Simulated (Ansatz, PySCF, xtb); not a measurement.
Pulling on the Al1–H2 bond in CH6AlN (SMILES [CH3][AlH][NH2]) (multiplicity 1 held, fragments rigid). Energies count from the point at 1.581 Å.
Geometry at that point (charge 0, multiplicity 1):
```xyz
9

Al    -0.274    -0.281    -0.330
H     -1.123    -1.122    -1.366
C      0.140     1.614    -0.556
H      0.694     1.789    -1.483
H      0.737     2.015     0.267
H     -0.774     2.212    -0.624
N      0.313    -1.150     1.100
H      0.864    -0.747     1.842
H      0.142    -2.126     1.288
```

U- levels take the lowest unrestricted solution at each point, which mixes spins at long bonds. Active spaces are followed from a long bond inwards. Levels need not reach the same state.

Correlated levels freeze the cores. Rows in 6-31G* carry no dispersion term and start afresh at each structure (6-31G* with six Cartesian d functions).

Programs: Ansatz (Gaussian basis) for Hartree–Fock, density functionals and correlated methods; PySCF for 6-31G* rows; xtb for the GFN methods. Values without a source in brackets are computed. The GFN methods have no spin term and hold the electronic entropy of 300 K.

Energies in kJ/mol.

```csv
R (Å),GFN2-xTB,U-B3LYP/6-31G*,U-B3LYP/cc-pV(T+d)Z,U-wB97X-V/cc-pV(T+d)Z,"SC-NEVPT2 on CASSCF(2,2)/cc-pV(T+d)Z"
1.265,79,109,101,105,105
1.423,9,23,20,21,22
1.581,0,0,0,0,0
1.739,15,11,13,13,11
1.897,39,41,43,43,39
2.134,82,99,101,104,95
2.372,130,160,163,169,152
2.767,211,254,255,272,235
3.162,283,315,316,338,292
3.636,351,349,349,368,330
4.269,404,365,366,378,348
5.059,429,370,371,380,353
```

Doubts at one or more of the structures used: a spin-contaminated determinant (U-B3LYP/6-31G*, U-B3LYP/cc-pV(T+d)Z, U-wB97X-V/cc-pV(T+d)Z).

Ansatz is a program for electronic structure.
